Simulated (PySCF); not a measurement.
## Stretching CsBe⁺

Set-up: PySCF, scalar-relativistic core potentials, basis sets Cs def2-SVPD with ECP46, Be def2-SVPD. Energies in eV from Cs⁺ + Be in their ground configurations at the same level. State: ¹Σ⁺ (singlet), closed shell.

| R (Å) | RHF-CCSD(T) | ωB97X |
| --- | --- | --- |
| 3.409 |  | -0.0664 |
| 3.568 | -0.0322 | -0.1204 |
| 3.726 | -0.0708 | -0.1478 |
| 3.845 | -0.0876 | -0.1561 |
| 3.964 | -0.0970 | -0.1572 |
| 4.083 | -0.1012 | -0.1532 |
| 4.242 | -0.1010 | -0.1429 |
| 4.440 | -0.0953 | -0.1255 |
| 4.678 | -0.0849 | -0.1032 |
| 4.995 |  | -0.0758 |

Q: Put a parabola through the three lowest points of the RHF-CCSD(T) curve and estimate Re, k and ωe (reduced mass 8.44 u; 1 eV/Å² = 0.16022 mdyn/Å; ωe = 1302.8·√(k/μ) cm⁻¹).

A: Through R = 3.964, 4.083, 4.242 Å the second-order coefficient is 0.131 eV/Å², so Re ≈ 4.158 Å, k ≈ 0.0421 mdyn/Å and ωe ≈ 92 cm⁻¹. A polynomial fit of higher order to the unrounded RHF-CCSD(T) energies gives Re = 4.154 Å, k = 0.0341 mdyn/Å, ωe = 82.8 cm⁻¹; anharmonicity and rounding make the difference.

The higher-order fit for each curve: RHF-CCSD(T): Re = 4.154 Å, ωe = 82.8 cm⁻¹, De = 0.102 eV; ωB97X: Re = 3.925 Å, ωe = 114 cm⁻¹, De = 0.158 eV.

Correlated steps freeze no core orbitals. Closed-shell solutions of metal pairs were not tested for spin polarisation, which can lower them a little. The bond is weak. Basis-set superposition, not corrected here, can be much of De in a small basis, most of all at correlated wavefunction levels. Spin–orbit coupling is left out. For an ion De counts to the pair picked by the measured ionisation energies or electron affinities, which need not be the lowest pair at this level.
